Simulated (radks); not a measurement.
Spherical jellium clusters: N electrons in a uniform positive sphere of charge N and radius rs N^(1/3), rs = 3.72 bohr. Calculated with a radial shooting solver with Libxc functionals: non-relativistic Kohn-Sham, PBEsol, spin-polarised, spherical densities. Levels are named by radial order and angular momentum (1s, 1p, 1d, 2s, ...), and open shells are averaged over m.

N = 22, configuration 1s2 1p6 1d10 2s2 1f(up 2, down 0). This is the lowest configuration that the search found. Occupied levels:

level    occupation  eigenvalue (eV)  <r> (bohr)
1s up             1          -5.5572       6.628
1s down           1          -5.4910       6.449
1p up             3          -4.7570       7.720
1p down           3          -4.6448       7.601
1d up             5          -3.7125       8.522
1d down           5          -3.5670       8.447
2s up             1          -3.0923       6.989
2s down           1          -3.0105       7.043
1f up             2          -2.4813       9.248

Energy (eV): total -40.1774, kinetic 43.450, external -1493.8, Hartree 737.02, exchange-correlation -84.976, background 758.11.
